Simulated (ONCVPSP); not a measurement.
**Building the ONCV potential for I (Z = 53) (PBE, scalar-relativistic).**

Input for ONCVPSP 4.0.1:

```
# ATOM AND REFERENCE CONFIGURATION
# atsym  z   nc   nv     iexc    psfile
  I 53.00    6    5        4      upf
#
#   n    l    f
    1    0    2.00
    2    0    2.00
    2    1    6.00
    3    0    2.00
    3    1    6.00
    3    2   10.00
    4    0    2.00
    4    1    6.00
    4    2   10.00
    5    0    2.00
    5    1    5.00
#
# PSEUDOPOTENTIAL AND OPTIMIZATION
# lmax
    2
#
#   l,   rc,      ep,       ncon, nbas, qcut
    0    1.10    0.00    4    7    8.50
    1    1.20    0.00    4    8   10.10
    2    1.30    0.00    5    9   13.50
#
# LOCAL POTENTIAL
# lloc, lpopt,  rc(5),   dvloc0
    4    5    1.10    0.00
#
# VANDERBILT-KLEINMAN-BYLANDER PROJECTORs
# l, nproj, debl
    0    2    3.40
    1    2    3.40
    2    2    1.90
#
# MODEL CORE CHARGE
# icmod, fcfact, rcfact
    1    0.50    0.00
#
# LOG DERIVATIVE ANALYSIS
# epsh1, epsh2, depsh
   -8.00    5.00    0.04
#
# OUTPUT GRID
# rlmax, drl
    6.00    0.01
#
# TEST CONFIGURATIONS
# ncnf
    4
# nvcnf
#   n    l    f
    5
    4    0    2.00
    4    1    6.00
    4    2   10.00
    5    0    2.00
    5    1    4.00
#
    5
    4    0    2.00
    4    1    6.00
    4    2   10.00
    5    0    2.00
    5    1    3.00
#
    5
    4    0    2.00
    4    1    6.00
    4    2   10.00
    5    0    2.00
    5    1    2.00
#
    5
    4    0    1.00
    4    1    6.00
    4    2   10.00
    5    0    2.00
    5    1    5.00
#
```

Command:

```bash
oncvpsp.x < I.dat > I.out
```

Resulting log (shortened: citation, most of the input echo, consistency checks and plot data are left out):

```
ONCVPSP  (Optimized Norm-Conservinng Vanderbilt PSeudopotential)
scalar-relativistic version 4.0.1

#   n    l    f        energy (Ha)
    1    0    2.00    -1.2121791E+03
    2    0    2.00    -1.8728461E+02
    2    1    6.00    -1.6808982E+02
    3    0    2.00    -3.7799889E+01
    3    1    6.00    -3.1580509E+01
    3    2   10.00    -2.2268858E+01
    4    0    2.00    -6.6367360E+00
    4    1    6.00    -4.6880850E+00
    4    2   10.00    -1.8477097E+00
    5    0    2.00    -6.3971309E-01
    5    1    5.00    -2.6040395E-01

Reference configufation results
  iterations    24
  all-electron total energy (Ha)   -7.11639687D+03

Begin loop to  construct optimized pseudo wave functions
and semi-local pseudopoentials for all angular momenta

Calculating optimized projector #   1

 for l=   0

    Fraction of norm inside rc  0.919383
    Optimizing pswf for qcut=   8.49 a_B^-1,  ecut=  36.05 Ha
    Residual kinetic energy error=  2.26D-03 Ha

    Energy error per electron        Cutoff
         Ha          eV             Ha
         0.01000     0.27211       30.14
         0.00100     0.02721       55.68
         0.00010     0.00272      103.15
         0.00001     0.00027      149.62

Calculating optimized projector #   2

 for l=   0

    Fraction of norm inside rc  0.070765
    Optimizing pswf for qcut=   8.49 a_B^-1,  ecut=  36.05 Ha
    Residual kinetic energy error=  1.87D-03 Ha

    Energy error per electron        Cutoff
         Ha          eV             Ha
         0.01000     0.27211       28.70
         0.00100     0.02721       39.58
         0.00010     0.00272      108.38
         0.00001     0.00027      134.47

Calculating optimized projector #   1

 for l=   1

    Fraction of norm inside rc  0.919248
    Optimizing pswf for qcut=  10.11 a_B^-1,  ecut=  51.11 Ha
    Residual kinetic energy error=  1.62D-05 Ha

    Energy error per electron        Cutoff
         Ha          eV             Ha
         0.01000     0.27211       22.58
         0.00100     0.02721       27.21
         0.00010     0.00272       41.93
         0.00001     0.00027       68.60

Calculating optimized projector #   2

 for l=   1

    Fraction of norm inside rc  0.048479
    Optimizing pswf for qcut=  10.11 a_B^-1,  ecut=  51.11 Ha
    Residual kinetic energy error=  1.87D-05 Ha

    Energy error per electron        Cutoff
         Ha          eV             Ha
         0.01000     0.27211       18.87
         0.00100     0.02721       24.46
         0.00010     0.00272       42.08
         0.00001     0.00027       63.13

   Wellstate for l =  2  n =  5
     eigenvalue =   0.0523
     asymptotic potential =   0.5523
     half-point radius = 24.5002

Calculating optimized projector #   1

 for l=   2

    Fraction of norm inside rc  0.860411
    Optimizing pswf for qcut=  13.50 a_B^-1,  ecut=  91.10 Ha
    Residual kinetic energy error=  2.47D-08 Ha

    Energy error per electron        Cutoff
         Ha          eV             Ha
         0.01000     0.27211       44.45
         0.00100     0.02721       55.52
         0.00010     0.00272       64.69
         0.00001     0.00027       72.60

Calculating optimized projector #   2

 for l=   2

    Fraction of norm inside rc  0.003687
    Optimizing pswf for qcut=  13.50 a_B^-1,  ecut=  91.10 Ha
    Residual kinetic energy error=  2.29D-10 Ha

    Energy error per electron        Cutoff
         Ha          eV             Ha
         0.01000     0.27211       17.95
         0.00100     0.02721       32.36
         0.00010     0.00272       45.60
         0.00001     0.00027       57.02

Construct Vanderbilt / Kleinmman-Bylander projectors

B matrix Hermiticity error, ll=   0
   1   2    1.5752E-03

  Orthonormal projector coefficients  2.0896E+01  4.0661E+00

B matrix Hermiticity error, ll=   1
   1   2    8.2872E-04

  Orthonormal projector coefficients  8.6034E+00  1.3884E+00

B matrix Hermiticity error, ll=   2
   1   2    7.6176E-05

  Orthonormal projector coefficients -1.6572E+00 -5.2443E-01

Model core correction analysis
  based on d2Exc/dn_idn_j

d2excae - all-electron derivatives

   -3.718885D-02   -3.421095D-02   -2.732516D-02   -2.568688D-03
   -1.626683D-03
   -3.425086D-02   -3.249953D-02   -2.696758D-02   -2.292673D-03
   -1.351533D-03
   -2.753383D-02   -2.718482D-02   -2.457363D-02   -2.054074D-03
   -9.257671D-04
   -3.167716D-03   -3.152416D-03   -3.289425D-03   -8.785987D-04
   -2.378028D-04
   -1.914810D-03   -1.774539D-03   -1.569624D-03   -3.805946D-04
   -1.419029D-04

d2excps - pseudofunction derivatives with no core correction

   -4.443622D-02   -3.793565D-02   -2.909381D-02   -3.861378D-03
   -2.094905D-03
   -3.797620D-02   -3.557220D-02   -2.919780D-02   -2.960764D-03
   -1.721125D-03
   -2.930261D-02   -2.941500D-02   -2.656353D-02   -2.237164D-03
   -1.109214D-03
   -4.460352D-03   -3.820658D-03   -3.472686D-03   -1.070122D-03
   -3.037868D-04
   -2.383127D-03   -2.144193D-03   -1.753136D-03   -4.466256D-04
   -1.772184D-04

rms 2nd derivative error    2.144845E-03

Polynomial model core charge

d2excps - pseudofunction derivatives with core correction

   -3.299724D-02   -3.187296D-02   -2.685429D-02   -2.131301D-03
   -1.438322D-03
   -3.191277D-02   -3.150339D-02   -2.749375D-02   -2.061396D-03
   -1.282047D-03
   -2.706274D-02   -2.771084D-02   -2.582731D-02   -1.890757D-03
   -9.134596D-04
   -2.730165D-03   -2.921008D-03   -3.125914D-03   -8.143611D-04
   -2.105479D-04
   -1.726355D-03   -1.704972D-03   -1.557190D-03   -3.533445D-04
   -1.325404D-04

rms 2nd derivative error    1.143564E-03

Pseudoatom total energy -298.480789

Diagnostic tests using Vanderbilt-Kleinman-Bylander pseudopotentials
  1 or more projectors used as specified by nproj input data

   l    rcore       rmatch      e in        delta e   norm test  slope test

   0   1.1049803   1.1385299  -6.6367360   0.0000154   1.0002812   1.0002786
   0   1.1049803   1.1385299  -0.6397131   0.0000409   1.0001338   1.0001057

   1   1.2015068   1.2379872  -4.6880850   0.0000191   1.0002350   1.0002486
   1   1.2015068   1.2379872  -0.2604040   0.0000286   1.0001367   1.0001006

   2   1.3064656   1.3461327  -1.8477097  -0.0001313   1.0002505   1.0002324
   2   1.3064656   1.3461327   0.0522903  -0.0002050   1.0004677   1.0004677

 Testing for bound ghosts
   n   l    E NL Schr. Eq   E Basis Diag.   E Cutoff

   1   0       -6.636721       -6.636713    155.71
   2   0       -0.639672       -0.543299    155.71

   2   1       -4.688066       -4.688064    210.86
   3   1       -0.260375       -0.120732    210.86

   3   2       -1.847841       -1.847780    260.35

 Testing for highly-localized positive-energy ghosts
       l    <radius>/rc     E Basis Diag.   E Cutoff

       0        0.790015       19.797120    155.71  WARNING - GHOST(+)

Test configuration 0

   n   l     f        eae           eps        diff
   1   0  2.0000-1212.17912322
   2   0  2.0000 -187.28460533
   2   1  6.0000 -168.08982013
   3   0  2.0000  -37.79988861
   3   1  6.0000  -31.58050856
   3   2 10.0000  -22.26885795
   4   0  2.0000   -6.63673599   -6.63672058    1.54D-05
   4   1  6.0000   -4.68808496   -4.68806581    1.91D-05
   4   2 10.0000   -1.84770970   -1.84784104   -1.31D-04
   5   0  2.0000   -0.63971309   -0.63967216    4.09D-05
   5   1  5.0000   -0.26040395   -0.26037531    2.86D-05

    Total energies and differences
      AE_ref= -7.11639687D+03  AE_tst= -7.11639687D+03  dif=  0.00D+00
      PS_ref= -2.98480789D+02  PS_tst= -2.98480789D+02  dif= -1.65D-12
      PSP excitation error=  1.65D-12

Test configuration 1

   n   l     f        eae           eps        diff
   1   0  2.0000-1212.53510118
   2   0  2.0000 -187.63889398
   2   1  6.0000 -168.44431142
   3   0  2.0000  -38.15327342
   3   1  6.0000  -31.93391085
   3   2 10.0000  -22.62227744
   4   0  2.0000   -6.98832530   -6.98844999   -1.25D-04
   4   1  6.0000   -5.03946913   -5.03952033   -5.12D-05
   4   2 10.0000   -2.19812760   -2.19823499   -1.07D-04
   5   0  2.0000   -0.96468162   -0.96464048    4.11D-05
   5   1  4.0000   -0.56407253   -0.56403567    3.69D-05

    Total energies and differences
      AE_ref= -7.11639687D+03  AE_tst= -7.11598780D+03  dif=  4.09D-01
      PS_ref= -2.98480789D+02  PS_tst= -2.98071641D+02  dif=  4.09D-01
      PSP excitation error= -8.02D-05

Test configuration 2

   n   l     f        eae           eps        diff
   1   0  2.0000-1212.94163381
   2   0  2.0000 -188.04228087
   2   1  6.0000 -168.84806038
   3   0  2.0000  -38.55495309
   3   1  6.0000  -32.33562081
   3   2 10.0000  -23.02402976
   4   0  2.0000   -7.38650069   -7.38693647   -4.36D-04
   4   1  6.0000   -5.43720523   -5.43741292   -2.08D-04
   4   2 10.0000   -2.59398567   -2.59405724   -7.16D-05
   5   0  2.0000   -1.32312434   -1.32310449    1.98D-05
   5   1  3.0000   -0.89966770   -0.89963273    3.50D-05

    Total energies and differences
      AE_ref= -7.11639687D+03  AE_tst= -7.11525846D+03  dif=  1.14D+00
      PS_ref= -2.98480789D+02  PS_tst= -2.97342132D+02  dif=  1.14D+00
      PSP excitation error= -2.44D-04

Test configuration 3

   n   l     f        eae           eps        diff
   1   0  2.0000-1213.39139915
   2   0  2.0000 -188.48727061
   2   1  6.0000 -169.29358926
   3   0  2.0000  -38.99731861
   3   1  6.0000  -32.77803069
   3   2 10.0000  -23.46651357
   4   0  2.0000   -7.82340321   -7.82435245   -9.49D-04
   4   1  6.0000   -5.87338758   -5.87385512   -4.68D-04
   4   2 10.0000   -3.02725608   -3.02728309   -2.70D-05
   5   0  2.0000   -1.70752607   -1.70756058   -3.45D-05
   5   1  2.0000   -1.26029889   -1.26028397    1.49D-05

    Total energies and differences
      AE_ref= -7.11639687D+03  AE_tst= -7.11418064D+03  dif=  2.22D+00
      PS_ref= -2.98480789D+02  PS_tst= -2.96264046D+02  dif=  2.22D+00
      PSP excitation error= -5.16D-04

Test configuration 4

   n   l     f        eae           eps        diff
   1   0  2.0000-1213.06607845
   2   0  2.0000 -188.12418547
   2   1  6.0000 -168.93221031
   3   0  2.0000  -38.61879354
   3   1  6.0000  -32.39949811
   3   2 10.0000  -23.08888314
   4   0  1.0000   -7.33963098   -7.35230313   -1.27D-02
   4   1  6.0000   -5.37244538   -5.37952806   -7.08D-03
   4   2 10.0000   -2.49091326   -2.49011197    8.01D-04
   5   0  2.0000   -1.04845457   -1.04931443   -8.60D-04
   5   1  5.0000   -0.61866314   -0.61886902   -2.06D-04

    Total energies and differences
      AE_ref= -7.11639687D+03  AE_tst= -7.10941797D+03  dif=  6.98D+00
      PS_ref= -2.98480789D+02  PS_tst= -2.91492495D+02  dif=  6.99D+00
      PSP excitation error= -9.39D-03
```

The run took about 5.6 s on one core of a shared server CPU.
